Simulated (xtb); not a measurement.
Input file for xtb: GFN2-xTB on CH3GeI (SMILES [CH3][Ge][I]), a point of a torsion scan.

```
$ xtb mol.xyz --gfn 2 --opt vtight --chrg 0 --uhf 0 --input xcontrol
6

C     -0.71829942    -0.01498930     0.01244552
Ge     0.85022420     1.15000136     0.00458835
I      2.45001575     0.17837862    -1.71554175
H     -0.85009820    -0.44188725     1.01896301
H     -1.60586166     0.54537035    -0.32783014
H     -0.55276130    -0.85382816    -0.70731792
$constrain
  force constant=1.0
  dihedral: 4,1,2,3,120.0
$end
```

It printed:

```
[...]
           -------------------------------------------------
          |                Calculation Setup                |
           -------------------------------------------------



           -------------------------------------------------
          |                 G F N 2 - x T B                 |
           -------------------------------------------------

        Reference                      10.1021/acs.jctc.8b01176
      * Hamiltonian:
        H0-scaling (s, p, d)           1.850000    2.230000    2.230000
        zeta-weighting                 0.500000
      * Dispersion:
        s8                             2.700000
        a1                             0.520000
        a2                             5.000000
        s9                             5.000000
      * Repulsion:
        kExp                           1.500000    1.000000
        rExp                           1.000000
      * Coulomb:
        alpha                          2.000000
        third order                    shell-resolved
        anisotropic                    true
        a3                             3.000000
        a5                             4.000000
        cn-shift                       1.200000
        cn-exp                         4.000000
        max-rad                        5.000000


          ...................................................
          :                      SETUP                      :
          :.................................................:
          :  # basis functions                  27          :
          :  # atomic orbitals                  25          :
          :  # shells                           11          :
          :  # electrons                        18          :
          :  max. iterations                   250          :
          :  Hamiltonian                  GFN2-xTB          :
          :  restarted?                      false          :
          :  GBSA solvation                  false          :
          :  PC potential                    false          :
          :  electronic temp.          300.0000000     K    :
          :  accuracy                    1.0000000          :
          :  -> integral cutoff          0.2500000E+02      :
          :  -> integral neglect         0.1000000E-07      :
          :  -> SCF convergence          0.1000000E-05 Eh   :
          :  -> wf. convergence          0.1000000E-03 e    :
          :  Broyden damping             0.4000000          :
          :  net charge                          0          :
          :  unpaired electrons                  0          :
          ...................................................

 iter      E             dE          RMSdq      gap      omega  full diag
   1     -8.7941954 -0.879420E+01  0.194E+01    1.04       0.0  T
   2     -8.6634804  0.130715E+00  0.213E+01    3.94       1.0  T
   3     -9.4860725 -0.822592E+00  0.688E+00    3.04       1.0  T
   4     -9.5107914 -0.247189E-01  0.654E+00    2.89       1.0  T
   5     -9.5145622 -0.377076E-02  0.502E+00    2.63       1.0  T
   6     -9.5214169 -0.685476E-02  0.130E+00    2.97       1.0  T
   7     -9.5231769 -0.175996E-02  0.744E-01    2.90       1.0  T
   8     -9.5231307  0.461514E-04  0.525E-01    2.91       1.0  T
   9     -9.5233505 -0.219779E-03  0.143E-01    2.94       1.0  T
  10     -9.5233625 -0.120038E-04  0.715E-02    2.95       1.0  T
  11     -9.5233648 -0.232665E-05  0.631E-03    2.94       6.5  T
  12     -9.5233648 -0.143087E-07  0.316E-03    2.94      12.9  T
  13     -9.5233648  0.277112E-08  0.179E-03    2.94      22.8  T
  14     -9.5233648 -0.338402E-08  0.599E-04    2.94      68.1  T
  15     -9.5233648 -0.326869E-09  0.324E-04    2.94     126.0  T

   *** convergence criteria satisfied after 15 iterations ***

         #    Occupation            Energy/Eh            Energy/eV
      -------------------------------------------------------------
         1        2.0000           -0.7231933             -19.6791
       ...           ...                  ...                  ...
         3        2.0000           -0.5754133             -15.6578
         4        2.0000           -0.4871099             -13.2549
         5        2.0000           -0.4812493             -13.0955
         6        2.0000           -0.4332256             -11.7887
         7        2.0000           -0.4116186             -11.2007
         8        2.0000           -0.4106340             -11.1739
         9        2.0000           -0.3786835             -10.3045 (HOMO)
        10                         -0.2704809              -7.3602 (LUMO)
        11                         -0.1783220              -4.8524
        12                         -0.1142611              -3.1092
        13                         -0.0002733              -0.0074
        14                          0.0205848               0.5601
       ...                                ...                  ...
        25                
[...]
        -0.4114638             -11.1965
         8        2.0000           -0.4110669             -11.1857
         9        2.0000           -0.3844770             -10.4622 (HOMO)
        10                         -0.2755741              -7.4988 (LUMO)
        11                         -0.1872947              -5.0965
        12                         -0.1375412              -3.7427
        13                         -0.0002469              -0.0067
        14                          0.0224053               0.6097
       ...                                ...                  ...
        25                          1.0627468              28.9188
      -------------------------------------------------------------
                  HL-Gap            0.1089029 Eh            2.9634 eV
             Fermi-level           -0.3300256 Eh           -8.9805 eV

 SCC (total)                   0 d,  0 h,  0 min,  0.003 sec
 SCC setup                      ...        0 min,  0.000 sec (  2.359%)
 Dispersion                     ...        0 min,  0.000 sec (  0.679%)
 classical contributions        ...        0 min,  0.000 sec (  0.329%)
 integral evaluation            ...        0 min,  0.001 sec ( 27.024%)
 iterations                     ...        0 min,  0.001 sec ( 21.832%)
 molecular gradient             ...        0 min,  0.001 sec ( 43.906%)
 printout                       ...        0 min,  0.000 sec (  3.456%)

         :::::::::::::::::::::::::::::::::::::::::::::::::::::
         ::                     SUMMARY                     ::
         :::::::::::::::::::::::::::::::::::::::::::::::::::::
         :: total energy              -9.472681521796 Eh    ::
         :: gradient norm              0.000141286855 Eh/a0 ::
         :: HOMO-LUMO gap              2.963398150346 eV    ::
         ::.................................................::
         :: SCC energy                -9.530584931442 Eh    ::
         :: -> isotropic ES           -0.008395575514 Eh    ::
         :: -> anisotropic ES          0.000619651248 Eh    ::
         :: -> anisotropic XC         -0.007082678052 Eh    ::
         :: -> dispersion             -0.003679149777 Eh    ::
         :: repulsion energy           0.057903409068 Eh    ::
         :: add. restraining           0.000000000578 Eh    ::
         :: total charge               0.000000000000 e     ::
         :::::::::::::::::::::::::::::::::::::::::::::::::::::

           -------------------------------------------------
          |                Property Printout                |
           -------------------------------------------------

    * Orbital Energies and Occupations

         #    Occupation            Energy/Eh            Energy/eV
      -------------------------------------------------------------
         1        2.0000           -0.7227501             -19.6670
         2        2.0000           -0.6440514             -17.5255
         3        2.0000           -0.5756552             -15.6644
         4        2.0000           -0.4771262             -12.9833
         5        2.0000           -0.4770403             -12.9809
         6        2.0000           -0.4288255             -11.6689
         7        2.0000           -0.4114638             -11.1965
         8        2.0000           -0.4110669             -11.1857
         9        2.0000           -0.3844770             -10.4622 (HOMO)
        10                         -0.2755741              -7.4988 (LUMO)
        11                         -0.1872947              -5.0965
        12                         -0.1375412              -3.7427
        13                         -0.0002469              -0.0067
        14                          0.0224053               0.6097
        15                          0.0332003               0.9034
        16                          0.0445692               1.2128
        17                          0.0605072               1.6465
        18                          0.0816902               2.2229
        19                          0.1310596               3.5663
        20                          0.1711601               4.6575
       ...                                ...                  ...
        25                          1.0627468              28.9188
      -------------------------------------------------------------
                  HL-Gap            0.1089029 Eh            2.9634 eV
             Fermi-level           -0.3300256 Eh           -8.9805 eV

     #   Z          covCN         q      C6AA      α(0)
     1   6 C        3.645    -0.197    24.780     7.154
     2  32 Ge       1.744     0.295   249.061    32.988
     3  53 I        0.876    -0.206   387.219    33.970
     4   1 H        0.924     0.029     2.596     2.520
     5   1 H        0.924     0.029     2.608     2.525
     6   1 H        0.925     0.051     2.308     2.376
Note: The following floating-point exceptions are signalling: IEEE_DENORMAL
normal termination of xtb

 Mol. C6AA /au·bohr⁶  :       2013.594789
 Mol. C8AA /au·bohr⁸  :     145192.273237
 Mol. α(0) /au        :         81.532208


Wiberg/Mayer (AO) data.
largest (>0.10) Wiberg bond orders for each atom

 ---------------------------------------------------------------------------
     #   Z sym  total        # sym  WBO       # sym  WBO       # sym  WBO
 ---------------------------------------------------------------------------
     1   6 C    3.945 --     2 Ge   1.075     6 H    0.956     5 H    0.952
                             4 H    0.951
     2  32 Ge   2.443 --     3 I    1.240     1 C    1.075
     3  53 I    1.255 --     2 Ge   1.240
     4   1 H    0.999 --     1 C    0.951
     5   1 H    0.999 --     1 C    0.952
     6   1 H    0.997 --     1 C    0.956
 ---------------------------------------------------------------------------

Topologies differ in total number of bonds
Writing topology from bond orders to xtbtopo.mol

molecular dipole:
                 x           y           z       tot (Debye)
 q only:       -0.387       0.591       0.648
   full:       -1.598       1.114       1.719       6.603
molecular quadrupole (traceless):
                xx          xy          yy          xz          yz          zz
 q only:       -3.423       1.460       4.521       4.545       0.377      -1.098
  q+dip:       -9.038       4.280      11.886      14.690      -0.989      -2.848
   full:       -9.445       2.931      11.247      15.464      -2.618      -1.802

           -------------------------------------------------
          |                Geometry Summary                 |
           -------------------------------------------------

      molecular mass/u    :      214.5665802
   center of mass at/Å    :        1.6702555       0.5024945      -0.9840661
  moments of inertia/u·Å² :        0.5253295E+02   0.3718720E+03   0.4213144E+03
rotational constants/cm⁻¹ :        0.3208964E+00   0.4533181E-01   0.4001201E-01

 * 3 selected distances

     #   Z          #   Z                                           value/Å
     1   6 C        4   1 H                                       1.0930845 (max)
     1   6 C        5   1 H                                       1.0929746
     1   6 C        6   1 H                                       1.0889933 (min)

 * 1 distinct bonds (by element types)

   Z      Z             #   av. dist./Å        max./Å        min./Å
   1 H    6 C           3     1.0916842     1.0930845     1.0889933


optimized geometry written to: xtbopt.xyz


           -------------------------------------------------
          | TOTAL ENERGY               -9.472681521796 Eh   |
          | GRADIENT NORM               0.000141286855 Eh/α |
          | HOMO-LUMO GAP               2.963398150346 eV   |
           -------------------------------------------------

------------------------------------------------------------------------
------------------------------------------------------------------------
 total:
 SCF:
 ANC optimizer:
```

The run finished.

Warnings raised: the energy holds the restraint's term.

Cost: roughly 0.07 core-seconds.
